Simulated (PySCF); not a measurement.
Al(H)2(vinyl) (C₂H₅Al), SMILES C=[CH][AlH2].

Geometry: PBE0-D3(BJ)/def2-TZVP.

Calculation: PySCF with CAM-B3LYP/def2-TZVPD.

The molecule is in vacuum.

Problem. Estimate the frontier levels, gap, dipole moment and polarisability. (Estimate from the structure and the level; the computed values follow.)

Solution. 
* **highest occupied level**: -9.45 eV
* **lowest empty level**: -0.71 eV
* **orbital gap**: 8.74 eV
* **dipole moment**: 0.81 D
* **quadrupole, principal values (traceless, Buckingham form, about the centre of nuclear charge)**: -1.81, -1.39, 3.20 D·Å
* **mean static polarisability**: 55.0 bohr³ (8.15 Å³)
* **polarisability, principal values**: 41.7, 53.3, 70.1 bohr³
